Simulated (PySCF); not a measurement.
**SMILES CC(=C=CF)C=O, C₅H₅FO**

Molfile (atoms numbered from 1):
```
C5H5FO
     RDKit          3D

 12 11  0  0  0  0  0  0  0  0999 V2000
   -1.1835   -1.0933    0.6077 C   0  0  0  0  0  0  0  0  0  0  0  0
   -0.4826   -0.3656   -0.4974 C   0  0  0  0  0  0  0  0  0  0  0  0
    0.8145   -0.4028   -0.7354 C   0  0  0  0  0  0  0  0  0  0  0  0
    2.0856   -0.4455   -1.0440 C   0  0  0  0  0  0  0  0  0  0  0  0
    2.9942    0.3904   -0.5440 F   0  0  0  0  0  0  0  0  0  0  0  0
   -1.3255    0.4736   -1.3981 C   0  0  0  0  0  0  0  0  0  0  0  0
   -2.5185    0.5713   -1.2732 O   0  0  0  0  0  0  0  0  0  0  0  0
   -1.6334   -0.3683    1.3035 H   0  0  0  0  0  0  0  0  0  0  0  0
   -0.4990   -1.7475    1.1607 H   0  0  0  0  0  0  0  0  0  0  0  0
   -2.0140   -1.6857    0.1955 H   0  0  0  0  0  0  0  0  0  0  0  0
    2.5105   -1.1859   -1.7301 H   0  0  0  0  0  0  0  0  0  0  0  0
   -0.7646    1.0067   -2.2044 H   0  0  0  0  0  0  0  0  0  0  0  0
  1  2  1  0
  2  3  2  0
  3  4  2  0
  4  5  1  0
  2  6  1  0
  6  7  2  0
  1  8  1  0
  1  9  1  0
  1 10  1  0
  4 11  1  0
  6 12  1  0
M  END
```

Computed, not measured: TDDFT CAM-B3LYP/def2-TZVPD excited states, vertical, gas phase in PySCF. Geometry: PBE0-D3(BJ)/def2-SVP.

(1) Give the one- and two-photon strengths of the lowest singlets.

## Answers

(1) δ for parallel linear polarisation; σ at the peak of a Lorentzian of half width 0.1 eV, single beam; Ω is circular over linear.
| state | E (eV) | f | photon λ (nm) | δ (au) | σ (GM) | Ω | main |
| --- | --- | --- | --- | --- | --- | --- | --- |
| S1 | 3.75 | 0.000 | 662 | <0.1 | 0.00 | – | HOMO→LUMO 0.86 |
| S2 | 4.64 | 0.000 | 534 | 0.27 | 0.00 | 1.26 | HOMO−2→LUMO 0.82, HOMO→LUMO 0.09 |
| S3 | 5.96 | 0.337 | 416 | 51.5 | 0.67 | 1.19 | HOMO−1→LUMO 0.92 |
| S4 | 6.63 | 0.002 | 374 | 0.4 | 0.01 | 1.24 | HOMO−1→LUMO+2 0.53, HOMO−1→LUMO+1 0.21 |
| S5 | 6.90 | 0.049 | 359 | 41.1 | 0.72 | 1.43 | HOMO→LUMO+1 0.71, HOMO→LUMO+2 0.09 |
| S6 | 7.08 | 0.076 | 350 | 15.9 | 0.29 | 1.33 | HOMO→LUMO+5 0.33, HOMO→LUMO+2 0.16 |

Among these, the strongest one-photon state is S3, the strongest two-photon state S5, with a dipole change of 1.4 D (relaxed, norm of the difference vector).
